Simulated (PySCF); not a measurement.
One of the candidates below gave these computed data.

All candidates are C9H10.

| technique | computed result |
| --- | --- |
| 1H NMR | chemical shifts (computed TMS as zero) by class: 7.56 (2 H), 7.43 (2 H), 3.05 (4 H), 2.10 (2 H) ppm [GIAO PBE0/pcSseg-1] |
| Dipole | 0.61 D [PBE0/pcSseg-1] |
| 13C NMR | chemical shifts (computed TMS as zero) by class: 149.3 (2 C), 131.7 (2 C), 129.8 (2 C), 36.8 (2 C), 28.9 (1 C) ppm [GIAO PBE0/pcSseg-1] |
| Rotational structure | rotational constants A, B, C: 3.581, 1.521, 1.097 GHz [GFN2-xTB] |

Electronic properties: PySCF, gas phase, density fitting. Levels stand in brackets. The structure is a single GFN2-xTB conformer in the gas phase; no vibrational or solvent corrections. Each NMR value is the plain mean over a class of atoms that symmetry, rotation or inversion makes alike.

Task: Which candidate is it?
A. `Cc1ccc2c(c1)CC2`
B. `CC#C[C@@H]1C=C1C1CC1`
C. `c1ccc2c(c1)CCC2`
D. `C=Cc1ccccc1C`
E. `C#CCC(=C)[C@@H]1CC1=C`

Result: C. It is `c1ccc2c(c1)CCC2`. Numbering: `[cH:1]1[cH:2][cH:3][c:4]2[c:5]([cH:6]1)[CH2:7][CH2:8][CH2:9]2`. Its formula, C9H10, gives 5 degrees of unsaturation: 2 rings and 3 π bonds in the structure found (Kekulé form). 9 carbons fall into 5 classes; from least to most shielded: substituted aromatic carbon [C4/C5] (149.3 ppm, 2 C), aromatic CH carbon [C1/C2] (131.7 ppm, 2 C), aromatic CH carbon [C3/C6] (129.8 ppm, 2 C), benzylic-type carbon [C7/C9] (36.8 ppm, 2 C), ring CH2 carbon [C8] (28.9 ppm). Hydrogen classes from least to most shielded: 2 H on 2 aromatic CH carbons, C3/C6 (7.56 ppm), 2 H on 2 aromatic CH carbons, C1/C2 (7.43 ppm), 4 H on 2 benzylic-type carbons, C7/C9 (3.05 ppm), 2 H on a ring CH2 carbon, C8 (2.10 ppm). The optimised geometry has point group Cs and is an asymmetric top.

The others, at the same levels:
- `CC#C[C@@H]1C=C1C1CC1` fails: it has 9 carbon classes against 5; its computed 13C shifts are 137.4 (1 C), 102.0 (1 C), 92.6 (1 C), 73.5 (1 C), 14.8 (1 C), 14.4 (1 C), 10.9 (1 C), 9.3 (1 C), 4.8 (1 C) ppm, 1H shifts are 6.26 (1 H), 2.15 (1 H), 1.99 (1 H), 1.92 (3 H), 1.12 (1 H), 1.08 (1 H), 0.81 (1 H), 0.70 (1 H) ppm and rotational constant A is 3.898 GHz (against 3.581 GHz).
- `C=Cc1ccccc1C` fails: it has 9 carbon classes against 5; its computed 13C shifts are 145.0 (1 C), 143.1 (1 C), 140.5 (1 C), 135.1 (1 C), 133.9 (1 C), 132.0 (1 C), 131.8 (1 C), 122.3 (1 C), 23.1 (1 C) ppm, 1H shifts are 7.73 (1 H), 7.49 (1 H), 7.49 (1 H), 7.44 (1 H), 7.26 (1 H), 5.90 (1 H), 5.60 (1 H), 2.45 (3 H) ppm and rotational constant A is 2.545 GHz (against 3.581 GHz).
- `C#CCC(=C)[C@@H]1CC1=C` fails: it has 9 carbon classes against 5; its computed 13C shifts are 157.6 (1 C), 146.0 (1 C), 113.8 (1 C), 110.9 (1 C), 87.1 (1 C), 76.2 (1 C), 31.6 (1 C), 21.3 (1 C), 21.0 (1 C) ppm, 1H shifts are 5.98 (1 H), 5.96 (1 H), 5.02 (1 H), 4.80 (1 H), 3.32 (1 H), 3.14 (1 H), 2.31 (1 H), 1.67 (1 H), 1.47 (1 H), 0.93 (1 H) ppm and rotational constant A is 2.672 GHz (against 3.581 GHz).
- `Cc1ccc2c(c1)CC2` fails: it has 9 carbon classes against 5; its computed 13C shifts are 151.4 (1 C), 147.7 (1 C), 141.7 (1 C), 132.4 (1 C), 128.0 (1 C), 127.4 (1 C), 30.2 (1 C), 30.1 (1 C), 25.1 (1 C) ppm, 1H shifts are 7.33 (1 H), 7.25 (1 H), 7.20 (1 H), 3.23 (2 H), 3.22 (2 H), 2.48 (3 H) ppm and rotational constant A is 3.971 GHz (against 3.581 GHz).

Each candidate is one conformer, not necessarily the lowest. Dipoles, sizes and rotational constants follow the conformer. The torsions of the flexible species, by atom-mapped SMILES:
- `[CH3:1][C:2]#[C:3][C@@H:4]1[CH:5]=[C:6]1[CH:7]1[CH2:8][CH2:9]1`: C5–C6–C7–C8 -34°
- `[CH2:1]=[CH:2][c:3]1[cH:4][cH:5][cH:6][cH:7][c:8]1[CH3:9]`: C1–C2–C3–C4 34°
- `[CH:1]#[C:2][CH2:3][C:4](=[CH2:5])[C@@H:6]1[CH2:7][C:8]1=[CH2:9]`: C2–C3–C4–C5 120°, C3–C4–C6–C7 -127°

The conformers of `c1ccc2c(c1)CCC2` aren't listed.
